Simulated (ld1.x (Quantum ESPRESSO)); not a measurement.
## What the settings do to the ultrasoft potential of S (Z = 16)

Base potential:

ld1.x (Quantum ESPRESSO) 7.5 input, shortened:

```
&input
   title='S', zed=16., rel=1, dft='PZ', iswitch=3,
   config='[Ne] 3s2 3p4 3d-2'
 /
 &inputp
   pseudotype=3, tm=.true., lloc=-2, rcloc=1.25,
   nlcc=.true., rcore=1.10
 /
6
3S  1  0   2.00   0.00  1.30  1.55  0.0
3S  1  0   0.00  -0.70  1.30  1.55  0.0
3P  2  1   4.00   0.00  1.65  1.85  0.0
3P  2  1   0.00   0.55  1.65  1.85  0.0
3D  3  2  -2.00   0.15  1.15  1.35  0.0
3D  3  2  -2.00   1.45  1.15  1.35  0.0
 &test
   configts(1)='3s2 3p4'
 /
```

All-electron outer shells of the reference configuration (LDA (PZ), scalar-relativistic, ld1.x):

```json
{"shell": "2s", "level (eV)": "-210.79", "outermost node (bohr)": "0.13", "outermost maximum (bohr)": "0.39"}
{"shell": "2p", "level (eV)": "-156.52", "outermost node (bohr)": "–", "outermost maximum (bohr)": "0.33"}
{"shell": "3s", "level (eV)": "-17.28", "outermost node (bohr)": "0.60", "outermost maximum (bohr)": "1.40"}
{"shell": "3p", "level (eV)": "-7.11", "outermost node (bohr)": "0.58", "outermost maximum (bohr)": "1.59"}
```

Cutoffs, loose and tight: the cutoffs (Ry, on a coarse ladder) from which the occupation-weighted sum of valence levels, in a spherical-Bessel basis at the reference potential, stays within 10 and 1 mRy of its value at 400 Ry. They do not see the model core or the augmentation charge, which bear on the density cutoff. Test errors are all-electron minus pseudo excitation energies from the reference, over the configurations 3s2 3p3; 3s2 3p2; 3s2 3p1; 3s1 3p5; 3s2 3p3.5; 3s2 3p0; 3s0 3p6 (two spin-polarised tests are not counted in the largest error). A dash means not determined; rows that change the core or the reference have their own tests.

```tsv
change	outcome	cutoff, loose	cutoff, tight	bound ghosts	largest test error (meV)
base	generated	18 Ry	25 Ry	none	+188
core correction none	generated	18 Ry	25 Ry	none	+325
core correction a·sin(br)/r model core inside 0.58 bohr	generated	18 Ry	25 Ry	none	+152
core correction a·sin(br)/r model core inside 0.74 bohr	generated	18 Ry	25 Ry	none	+153
core correction a·sin(br)/r model core inside 0.88 bohr	generated	18 Ry	25 Ry	none	+157
core correction a·sin(br)/r model core inside 0.98 bohr	generated	18 Ry	25 Ry	none	+167
core correction a·sin(br)/r model core inside 1.46 bohr	generated	18 Ry	25 Ry	none	+281
core correction a·sin(br)/r model core inside 1.64 bohr	generated	18 Ry	25 Ry	none	+305
```

**Question.** What comes out with this change to the base: core correction a·sin(br)/r model core inside 1.32 bohr?

**Answer.** outcome: generated; cutoff, loose: 18 Ry; cutoff, tight: 25 Ry; bound ghosts: none; largest test error (meV): +250.

**Question.** What comes out with this change to the base: core correction a·sin(br)/r model core inside 1.20 bohr?

**Answer.** outcome: generated; cutoff, loose: 18 Ry; cutoff, tight: 25 Ry; bound ghosts: none; largest test error (meV): +214.
